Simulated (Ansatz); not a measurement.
One change: `[SiH3][SbH2]` becomes `[NH2][SbH][SiH3]`.

Ansatz, PBE0-D4/def2-TZVP geometries, multiplicity 1. Each molecule was computed in one conformer, which needn't be the lowest.

Elements past krypton have def2 core potentials.

| property | `[SiH3][SbH2]` |
| --- | --- |
| zero-point energy (PBE0-D4/def2-TZVP) / kJ/mol | 99.5 |
| HOMO energy (ωB97M-V/def2-TZVPP) / eV | -9.24 |
| HOMO–LUMO gap (PBE/def2-TZVPP) / eV | 5.09 |
| HOMO energy (PBE/def2-TZVPP) / eV | -6.29 |
| LUMO energy (PBE/def2-TZVPP) / eV | -1.20 |
| HOMO–LUMO gap (PBE0/def2-TZVPP) / eV | 6.78 |

(1) What does the change do to each property? (Estimate.)

Results:

(1) The calculation gave: 
```json
{"property": "zero-point energy (PBE0-D4/def2-TZVP) / kJ/mol", "`[NH2][SbH][SiH3]`": "149.7", "shift": "50.2"}
{"property": "HOMO energy (ωB97M-V/def2-TZVPP) / eV", "`[NH2][SbH][SiH3]`": "-8.90", "shift": "0.34"}
{"property": "HOMO–LUMO gap (PBE/def2-TZVPP) / eV", "`[NH2][SbH][SiH3]`": "4.09", "shift": "-1.00"}
{"property": "HOMO energy (PBE/def2-TZVPP) / eV", "`[NH2][SbH][SiH3]`": "-5.78", "shift": "0.51"}
{"property": "LUMO energy (PBE/def2-TZVPP) / eV", "`[NH2][SbH][SiH3]`": "-1.69", "shift": "-0.49"}
{"property": "HOMO–LUMO gap (PBE0/def2-TZVPP) / eV", "`[NH2][SbH][SiH3]`": "5.99", "shift": "-0.79"}
```

With PBE0 the HOMO rises by 0.35 eV and the LUMO falls by 0.44 eV, so the gap narrows by about 0.79 eV. PBE moves the HOMO by 0.51 eV and ωB97M-V by 0.34 eV. The zero-point energy changes by 50.2 kJ/mol with +6 modes.

Spin–orbit coupling is left out; it splits and shifts lone-pair levels of the heavy atoms by tenths of an eV.
